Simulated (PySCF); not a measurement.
Ionising ZrBr

M06; Zr def2-TZVPPD with ECP28, Br def2-TZVPPD; scalar-relativistic core potentials (PySCF 2.14). Neutral (UKS): quartet (σ ↑, π ↑, δ ↑), Re = 2.519 Å, ωe = 266 cm⁻¹, HOMO -4.49 eV, LUMO -2.24 eV.

ZrBr⁻ (UKS): triplet (π ↑, δ ↑), Re = 2.624 Å, ωe = 207 cm⁻¹. The energies at the minima are -2621.00506 hartree for ZrBr and -2621.06793 for ZrBr⁻.

(1) Work out the adiabatic electron affinity, without and with harmonic zero-point energies (1 hartree = 27.2114 eV, 1 eV = 8065.5 cm⁻¹), and the change of the bond length.

De is left out where the level can put another filling of the metal’s s and d shells below the measured ground configuration, by anything from nothing to about 1 eV. Spin–orbit coupling is left out, which matters for elements this heavy, above all for dissociation energies. The highest Kohn–Sham level is positive in this anion. Much of that is self-interaction error, but it also means that the finite basis helps to hold the extra electron. With d or f electrons several states lie close, and the lowest PBE0 determinant need not be the measured ground state.

Results:

(1) At M06: 0.06287 hartree = 1.711 eV between the minima; the zero-point term (266.0 − 207.0)/2 cm⁻¹ = +0.004 eV makes it 1.714 eV. Re changes by +10.5 pm against the neutral. The electron enters a σ orbital; in so polar a molecule the change of length follows mostly from the change of the ionic charges.
